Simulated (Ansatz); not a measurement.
Reaction (isomerisation): `OCCC[SiH3]` → `CO[SiH](C)C`

Isolated molecules relaxed with PBE0-D4/def2-TZVP in Ansatz; ΔE leaves out vibrations. CBS: MP2 limit from def2 TZ/QZ plus the TZ coupled-cluster correction, frozen cores. Functionals use def2-TZVPP. B3LYP here is the variant with VWN-RPA as its local correlation; programs differ in this. One conformer a species, not always the lowest.

```json
{"level": "PBE-D4", "ΔE (kcal/mol)": "-41.4", "difference from CCSD(T)/CBS": "1.9"}
{"level": "r2SCAN-D4", "ΔE (kcal/mol)": "-44.9", "difference from CCSD(T)/CBS": "-1.6"}
{"level": "PBE0-D4", "ΔE (kcal/mol)": "-42.0", "difference from CCSD(T)/CBS": "1.3"}
{"level": "B3LYP-D4", "ΔE (kcal/mol)": "-44.4", "difference from CCSD(T)/CBS": "-1.1"}
{"level": "ωB97X-V", "ΔE (kcal/mol)": "-42.6", "difference from CCSD(T)/CBS": "0.7"}
{"level": "ωB97M-V", "ΔE (kcal/mol)": "-43.8", "difference from CCSD(T)/CBS": "-0.5"}
{"level": "B2PLYP", "ΔE (kcal/mol)": "-44.8", "difference from CCSD(T)/CBS": "-1.5"}
{"level": "PBE", "ΔE (kcal/mol)": "-41.7", "difference from CCSD(T)/CBS": "1.6"}
{"level": "r2SCAN", "ΔE (kcal/mol)": "-45.0", "difference from CCSD(T)/CBS": "-1.7"}
{"level": "PBE0", "ΔE (kcal/mol)": "-42.3", "difference from CCSD(T)/CBS": "1.0"}
{"level": "B3LYP", "ΔE (kcal/mol)": "-44.9", "difference from CCSD(T)/CBS": "-1.6"}
{"level": "HF/def2-TZVPP", "ΔE (kcal/mol)": "-45.8", "difference from CCSD(T)/CBS": "-2.5"}
{"level": "MP2/def2-TZVPP", "ΔE (kcal/mol)": "-43.9", "difference from CCSD(T)/CBS": "-0.6"}
{"level": "SCS-MP2/def2-TZVPP", "ΔE (kcal/mol)": "-43.5", "difference from CCSD(T)/CBS": "-0.2"}
{"level": "CCSD/def2-TZVPP", "ΔE (kcal/mol)": "-43.0", "difference from CCSD(T)/CBS": "0.3"}
{"level": "CCSD(T)/def2-TZVPP", "ΔE (kcal/mol)": "-42.6", "difference from CCSD(T)/CBS": "0.7"}
{"level": "HF/def2-QZVPP", "ΔE (kcal/mol)": "-46.1", "difference from CCSD(T)/CBS": "-2.8"}
{"level": "MP2/def2-QZVPP", "ΔE (kcal/mol)": "-44.4", "difference from CCSD(T)/CBS": "-1.1"}
{"level": "SCS-MP2/def2-QZVPP", "ΔE (kcal/mol)": "-44.0", "difference from CCSD(T)/CBS": "-0.7"}
{"level": "HF/CBS(def2)", "ΔE (kcal/mol)": "-46.2", "difference from CCSD(T)/CBS": "-2.9"}
{"level": "MP2/CBS(def2)", "ΔE (kcal/mol)": "-44.6", "difference from CCSD(T)/CBS": "-1.3"}
{"level": "CCSD/CBS(def2)", "ΔE (kcal/mol)": "-43.7", "difference from CCSD(T)/CBS": "-0.4"}
{"level": "CCSD(T)/CBS", "ΔE (kcal/mol)": "-43.3", "difference from CCSD(T)/CBS": "0"}
```

Largest T1 diagnostic among the species: 0.010.

In def2-TZVPP, CCSD(T) changes the Hartree–Fock value by +3.1 kcal/mol (the triples alone add +0.4 kcal/mol) and MP2 by +1.8 kcal/mol.
